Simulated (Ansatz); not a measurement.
Cost and result for the atomization energy of C2H6B2O (`BC(=C)BO`) (11 atoms, 10 bonds).

```csv
atom,x (Å),y (Å),z (Å)
B1,0.732,-0.107,-1.292
C2,-0.037,0.279,-0.016
C3,-0.348,1.578,0.164
B4,-0.476,-0.749,1.079
O5,-0.200,-2.068,0.972
H6,1.045,-1.247,-1.521
H7,1.040,0.727,-2.095
H8,-0.890,1.924,1.044
H9,-0.071,2.342,-0.560
H10,-1.077,-0.406,2.060
H11,0.283,-2.274,0.163
```

Charge 0, multiplicity 1. The geometry is a stationary point of PBE0-D4/def2-TZVP. It is one conformer, not always the lowest. Program: Ansatz. All runs use 2 threads of an INTEL XEON PLATINUM 8581C on a shared host. Times are those of one run each, without the atoms' runs, and a repeat can differ threefold. Electronic energies, without spin–orbit coupling; frozen cores. CCSD(T)/CBS adds CCSD(T) − MP2 in def2-TZVPP to the MP2 limit, and its time is that of the two runs behind it. T1 = 0.013. HSE06 is the plane-wave form, built on full-range PBE exchange.

CCSD(T)/CBS is a level of theory with its own doubt, some kJ/mol a heavy atom from the limit and from the frozen cores, so smaller differences don't rank the functionals.

```
                             level  functions  wall time
            LDA (SPW92)/def2-TZVPP        239      1.2 s
                PBE0-D4/def2-TZVPP        239      2.3 s
               BHLYP-D4/def2-TZVPP        239      2.5 s
               HSE06-D4/def2-TZVPP        239      2.7 s
r2SCAN-D4/def2-TZVPP (with forces)        239      3.5 s
                  CCSD(T)/def2-SVP        100      4.4 s
                ωB97X-V/def2-TZVPP        239      6.5 s
               PBE-QIDH/def2-TZVPP        239      6.5 s
                 B97M-V/def2-TZVPP        239        7 s
  ωB97M-V/def2-TZVPP (with forces)        239        9 s
                    MP2/def2-QZVPP        465       28 s
                CCSD(T)/def2-TZVPP        239    3.9 min
                 CCSD(T)/CBS(def2)          –    4.3 min
```

Task: What atomization energy does each give, and how far from CCSD(T)/CBS? (Best estimate.)

Result: Ansatz gave: 
```csv
level,atomization (kJ/mol),difference from CCSD(T)/CBS,per bond
LDA (SPW92)/def2-TZVPP,5072.6,629.0,62.9
PBE0-D4/def2-TZVPP,4487.9,44.3,4.4
BHLYP-D4/def2-TZVPP,4365.5,-78.1,-7.8
HSE06-D4/def2-TZVPP,4491.4,47.8,4.8
r2SCAN-D4/def2-TZVPP (with forces),4490.0,46.4,4.6
CCSD(T)/def2-SVP,4276.5,-167.1,-16.7
ωB97X-V/def2-TZVPP,4459.5,15.9,1.6
PBE-QIDH/def2-TZVPP,4453.9,10.3,1.0
B97M-V/def2-TZVPP,4482.2,38.6,3.9
ωB97M-V/def2-TZVPP (with forces),4481.4,37.8,3.8
MP2/def2-QZVPP,4496.1,52.5,5.2
CCSD(T)/def2-TZVPP,4347.4,-96.2,-9.6
CCSD(T)/CBS(def2),4443.6,0.0,0.0
```

From PBE to PBE0 (25 % exact exchange), in def2-TZVPP and without D4, the atomization energy moves by −69.0 kJ/mol: exact exchange takes away binding that semilocal exchange gives to molecules. In def2-TZVPP, CCSD(T) changes the Hartree–Fock value by +942.1 kJ/mol (the triples alone add +62.1 kJ/mol) and MP2 by +1034.0 kJ/mol; breaking electron pairs costs correlation energy, which Hartree–Fock lacks. The D4 term adds +30.4 kJ/mol with B3LYP and +15.9 kJ/mol with PBE0; it sums over pairs of atoms, weighted by their polarisabilities, and B3LYP, whose exchange is more repulsive, gets the larger term.

B3LYP here is the variant with VWN-RPA as its local correlation; programs differ in this.
